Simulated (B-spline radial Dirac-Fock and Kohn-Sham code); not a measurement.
Z = 31 (gallium), transition energy 130 keV. Model: a Dirac-Hartree-Slater potential of the neutral atom with a Latter tail (no hole, which puts coefficients of high multipoles low close above an edge), finite nucleus with surface currents. Program: an atomic code on a B-spline grid. Subshells that would emit electrons below 1 keV are left out.

Question: A pure transition shows α(K) = 0.0262, L1/L2 = 32.1 and L1/L3 = 19.1. What is its multipolarity?
A. E4
B. E3
C. M2
D. M4
E. E1
F. M3
G. E2
H. M1

Answer: E. For comparison, α(K), L1/L2, L1/L3 are E2 0.230, 8.23, 6.03; E3 1.68, 2.52, 2.06; E4 11.7, 1.03, 0.883; M1 0.0310, 27.9, 66.4; M2 0.256, 14.4, 19.3; M3 1.98, 8.89, 5.96; M4 15.4, 6.15, 2.77.

Values without a named source are computed, but for edge energies of neutral atoms, which are taken from tables.
